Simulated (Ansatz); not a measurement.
CH6BISi2, SMILES `[SiH3]C1(I)B[SiH2]1` at its PBE0-D4/def2-TZVP geometry, where that method's forces vanish. Charge 0, multiplicity 1. I takes the def2 core potential.

```xyz
11

Si    0.2163    0.5306    1.4021
C     0.2592    0.4220   -0.4820
I     1.8526    1.7078   -1.1048
B    -1.0670    0.3484   -1.1658
Si   -0.2441   -1.3923   -0.8395
H     1.5132    0.0596    1.9436
H    -0.8875   -0.3083    1.9405
H    -0.0173    1.9421    1.7939
H    -1.7513    1.0130   -1.8694
H     0.3625   -2.0917   -1.9985
H    -0.2365   -2.2312    0.3798
```

Question: What forces (eV/Å) does PBE-D4/def2-TZVPP give on these atoms in Ansatz 0.2.0? (An estimate is asked.)

Answer: The calculation gave: 
```
Si1  0.004 -0.017  0.061
C2  -0.167 -0.028 -0.055
I3   0.297  0.236 -0.094
B4  -0.037  0.068  0.043
Si5 -0.107 -0.146 -0.013
H6   0.138 -0.049  0.060
H7  -0.111 -0.085  0.059
H8  -0.028  0.149  0.036
H9  -0.080  0.054 -0.101
H10  0.068 -0.082 -0.133
H11  0.023 -0.100  0.139
```
